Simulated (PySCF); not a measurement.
C₆H₈FO₂ (doublet state).
Numbering: `[CH2:1]=[C:2]([CH:3][F:4])[CH2:5][O:6][C:7]([CH3:8])=[O:9]` (hydrogens: H10, H11 on C1; H12 on C3; H13, H14 on C5; H15, H16, H17 on C8)

Cartesian coordinates in Å at the GFN2-xTB level; atoms count from 1:
```
atom  x, y, z in Å
C1    -0.1836   -1.5428    1.5254
C2    -1.1488   -0.9485    0.7555
C3    -2.4772   -1.3095    0.8527
F4    -3.4116   -0.7198    0.0934
C5    -0.8096    0.1335   -0.2408
O6     0.5856    0.4038   -0.2325
C7     1.0118    1.3478   -1.0817
C8     2.5022    1.5302   -0.9709
O9     0.2853    1.9531   -1.8221
H10    0.8439   -1.2502    1.4370
H11   -0.4390   -2.3117    2.2305
H12   -2.8753   -2.0611    1.5126
H13   -1.1148   -0.1713   -1.2503
H14   -1.3600    1.0534   -0.0042
H15    2.7575    1.8147    0.0469
H16    2.8275    2.2989   -1.6647
H17    2.9992    0.5901   -1.1969
```

The hyperfine couplings belong to this conformer and change with its torsions.

Method: UKS B3LYP, pcH-1 on C F H O, non-relativistic, mean-field spin-orbit, GIAO (PySCF). Geometry: GFN2-xTB, one conformer, isolated molecule. GFN2-xTB frequencies show an imaginary mode (26i cm⁻¹), so this geometry is no minimum at that level. A GFN2-xTB geometry isn't a minimum of the functional, and hyperfine couplings can be far from their values at a DFT geometry. Stability of the SCF solution: not tested. ⟨S²⟩ is 0.777 where a pure state has 0.75.

Q: Give the principal g shifts and their parts.

A: 
```
                    Δg (ppm)     1     2     3
relativistic mass correction  -181  -181  -181
            gauge correction    -3    46    37
   orbital Zeeman/spin–orbit   -23  1509  2167
                       total  -207  1373  2023
```

So g = 2.00211, 2.00369, 2.00434 and g_iso = 2.00338; the tensor is rhombic: the two nearest values differ by 29 % of g3 − g1. Axes: g2 points within 10° of the C3–F4 bond.

Q: What are the electron Larmor frequencies g μB B/h along the three axes at 1200 mT?

A: 33.6265, 33.6530, 33.6639 GHz for g1, g2 and g3, a range of 37.5 MHz.

Q: At 33.837 GHz, how far is the centre of the isotropic spectrum from where a free electron (g = 2.002319) resonates?

A: B = hν/(g μB) with μB/h = 13.99624 MHz/mT gives 1207.39 mT for the free electron and 1206.75 mT at g_iso, 0.64 mT lower.

Q: What effective moment and Curie constant follow for a powder?

A: With the mean of g² = 4.0135 and S(S+1) = 0.75: μ_eff = √(⟨g²⟩S(S+1)) = 1.735 μB and χT = 0.12505·⟨g²⟩·S(S+1) = 0.376 cm³ K/mol (cgs; spin-Hamiltonian part alone).

Q: In a frozen sample, at which fields do the three g values resonate at 9.5, 34, 94 and 263 GHz (hyperfine left aside), and which band first spreads them over more than twice a line width of 0.5 mT?

A: 
```
band    GHz  B(g3) mT  B(g2) mT  B(g1) mT  spread mT
   X    9.5    338.64    338.75    339.02       0.38
   Q   34.0   1211.98   1212.37   1213.33       1.35
   W   94.0   3350.77   3351.85   3354.50       3.73
   J  263.0   9375.02   9378.06   9385.46      10.44
```

The spread grows in proportion to the frequency. Q band is the first where it exceeds 1.0 mT.

The largest Mulliken spin populations are on C1 (+0.67), C3 (+0.63) and C2 (-0.26). The positive populations add up to 1.36 and the negative ones to -0.36, together 2S = 1. The angles at C1 add up to 360.0°, so it is planar; its axial dipolar tensor and the negative couplings of its protons fit spin in a p orbital normal to that plane.

The HOMO–LUMO gaps are 5.53 eV among the α and 5.50 eV among the β orbitals.
